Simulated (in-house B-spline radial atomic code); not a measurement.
Configurations of the xenon ion Xe⁺, with energies counted from [Kr] 4d10 5s2 5p5. Level of theory: scalar-relativistic (X2C) HSE06, spin-polarised, spherical fractional occupations, exact exchange averaged over the configuration, Fermi nucleus of rms radius 4.7859 fm; calculated with a B-spline radial code for spherical atoms. Shells without spins written out take the highest spin.

Occupations are held fixed; configurations that lie above the ionisation limit could autoionise.

| configuration | E - E(ref) (eV) | highest orbital | its <r> (bohr) |
| --- | --- | --- | --- |
| [Kr] 4d10 5s2 5p4 5f1 | 18.312 | 5f up | 11.61 |
| [Kr] 4d9 5s2 5p5 6s1 | 68.743 | 6s up | 4.496 |
| [Kr] 4d9 4f1 5s2 5p5 | 74.132 | 4f up | 5.608 |
| [Ar] 3d9 4s2 4p6 4d10 5s2 5p5 6d1 | 684.24 | 6d up | 8.133 |

Problem. Order these further configurations by energy, lowest first.
A. [Ar] 3d9 4s2 4p6 4d10 5s2 5p5 5f1
B. [Kr] 4d9 5s2 5p5 5f1
C. [Kr] 4d10 5s2 5p4 6s1
D. [Kr] 4d10 5s1 5p5 6p1
E. [Kr] 4d10 5s2 5p4 6d1

Solution. C (11.674 eV), E (16.715 eV), D (27.03 eV), B (75.122 eV), A (685.43 eV).
